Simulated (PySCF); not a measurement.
hypoboric acid (B₂H₄O₄), SMILES OB(O)B(O)O.

Geometry optimised at B3LYP-D3(BJ)/def2-SVP. One conformer was computed; it need not be the lowest.

Method: PBE/def2-TZVP (PySCF).

Symmetry labels are those of the subgroup Cs that the program uses (full group Cs).

Computed valence orbital energies around the gap with their symmetry:
| orbital | symmetry | energy (eV) |
|---|---|---|
| HOMO−7 | A' | -9.68 |
| HOMO−6 | A" | -9.63 |
| HOMO−5 | A" | -8.92 |
| HOMO−4 | A' | -8.57 |
| HOMO−3 | A' | -8.19 |
| HOMO−2 | A" | -7.86 |
| HOMO−1 | A" | -7.34 |
| HOMO | A' | -6.92 |
| LUMO | A" | -1.26 |
| LUMO+1 | A' | -0.63 |
| LUMO+2 | A' | 0.47 |
| LUMO+3 | A' | 0.76 |
